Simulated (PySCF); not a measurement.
# NbO₂⁺: breathing scan

Level of theory: PySCF, PBE0, basis Nb def2-TZVP with ECP28, O def2-TZVP (scalar-relativistic core potentials, no spin–orbit coupling, density fitting).

Rigid scan from the singlet minimum (Nb–O 1.663 Å (×2); O–Nb–O 103.3°). Coordinate: all bonds to the central atom scaled together. Energies in kJ/mol from the minimum.

(1) Predict the curve at 0.88, 0.92, 0.96, 1.00, 1.04, 1.08, 1.14, 1.22, 1.35.

Results:

(1) 
```json
{"scale of all bonds to the centre": "0.88", "E (kJ/mol)": "337.8", "dipole size (D, about the centre of mass)": "4.93"}
{"scale of all bonds to the centre": "0.92", "E (kJ/mol)": "134.3", "dipole size (D, about the centre of mass)": "5.39"}
{"scale of all bonds to the centre": "0.96", "E (kJ/mol)": "30.1", "dipole size (D, about the centre of mass)": "5.77"}
{"scale of all bonds to the centre": "1.00", "E (kJ/mol)": "0.0", "dipole size (D, about the centre of mass)": "6.09"}
{"scale of all bonds to the centre": "1.04", "E (kJ/mol)": "24.2", "dipole size (D, about the centre of mass)": "6.36"}
{"scale of all bonds to the centre": "1.08", "E (kJ/mol)": "87.1", "dipole size (D, about the centre of mass)": "6.57"}
{"scale of all bonds to the centre": "1.14", "E (kJ/mol)": "228.0", "dipole size (D, about the centre of mass)": "6.82"}
{"scale of all bonds to the centre": "1.22", "E (kJ/mol)": "459.8", "dipole size (D, about the centre of mass)": "7.05"}
{"scale of all bonds to the centre": "1.35", "E (kJ/mol)": "851.9", "dipole size (D, about the centre of mass)": "7.25"}
```

At long bonds a restricted determinant can lie too high, and another spin state can fall below this curve.

Other isomers or separated fragments may lie lower.
